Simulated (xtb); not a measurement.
Ga(AsH2)(H)2 (AsGaH4), SMILES [GaH2][AsH2]. All values are semi-empirical tight-binding results from xtb (GFN2-xTB unless named), good for trends rather than for accurate numbers. Geometry optimised at GFN2-xTB.

Optimised geometry:

Bonded distances (Å): Ga1–As2 2.425, Ga1–H5 1.609, Ga1–H6 1.609, As2–H3 1.512, As2–H4 1.510. Angles (°): As2–Ga1–H5 125.9, As2–Ga1–H6 127.3, H5–Ga1–H6 106.9, Ga1–As2–H3 87.0, Ga1–As2–H4 87.1, H3–As2–H4 89.0.
Charge 0, spin multiplicity 1.

For metal compounds this method's bond lengths and energies can be far off.

| Quantity | Value |
|---|---|
| orbital gap | 4.34 eV |
| zero-point energy | 14.7 kcal/mol |
| G − E(el) at 298.15 K (modified RRHO) | -4.1 kcal/mol |

Give the atomic charges and the Wiberg bond orders between heavy atoms. (The exact figures need the calculation; the answer reports its results.)

charges (e) Ga1 0.14, As2 0.11, H3 0.00, H4 0.01, H5 -0.13, H6 -0.13. Bond orders Ga1–As2 0.99.
